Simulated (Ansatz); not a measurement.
`[OH][InH][CH2][SiH3]` + HCl → `[OH][InH][Cl]` + `C[SiH3]` at 298.15 K and 1 bar (ligand exchange at the In–C bond).

Gas-phase electronic energies from Ansatz, PBE0-D4/def2-TZVP geometries. CBS: MP2 limit from def2 TZ/QZ plus the TZ coupled-cluster correction, frozen cores. This one scheme is used for every species. Elements past krypton have def2 core potentials. For In outer-core shells are correlated without core-valence functions, which leaves a few kJ/mol of doubt a bond. Each species was taken in one conformer, which may not be the lowest.

| species | CCSD(T)/CBS energy (Eh) | H − E (kJ/mol) | S (J/(mol·K)) |
| --- | --- | --- | --- |
| `[OH][InH][CH2][SiH3]` | -596.33796 | 207.9 | 381.3 |
| HCl | -460.38127 | 26.6 | 186.8 |
| `[OH][InH][Cl]` | -726.02900 | 69.2 | 314.0 |
| `C[SiH3]` | -330.73916 | 173.3 | 255.5 |

H − E and S are ideal-gas, rigid-rotor, harmonic terms from PBE0-D4/def2-TZVP, for one conformer and one mirror image of each species. 1 Eh = 2625.50 kJ/mol, R = 8.31446 J/(mol·K).

Q: By hand: ΔE, ΔH, ΔS and ΔG.

A: ΔE = (-726.02900) + (-330.73916) − (-596.33796) − (-460.38127) = -0.04893 Eh = -128.5 kJ/mol. Δ(H − E) = 69.2 + 173.3 − 207.9 − 26.6 = 8.0, so ΔH = -120.5 kJ/mol. ΔS = 314.0 + 255.5 − 381.3 − 186.8 = 1.4 J/(mol·K). ΔG = -120.5 − 298.15 × (1.4)/1000 = -120.9 kJ/mol.

Q: By hand: the equilibrium constant, and the temperature at which ΔG would vanish if ΔH and ΔS stayed fixed.

A: log₁₀ K = −ΔG/(RT ln 10) = 21.2. ΔH and −TΔS have one sign here, so there is no such temperature. One of them is within its doubt of zero, so this could turn.

The number of gas molecules stays the same, so ΔS is small and ΔH decides. A doubt of 5 kJ/mol in ΔE shifts log₁₀ K by 0.9 here. Other conformers and mirror images would add mixing entropy, several J/(mol·K) or more a flexible species. Modes under 60 cm⁻¹, often nearly free rotors, make the harmonic entropy too high. These are equilibria of isolated gas molecules and say nothing of rates. Largest T1 diagnostic: 0.015 (customary marks: 0.02 for closed shells, 0.045 for open ones).
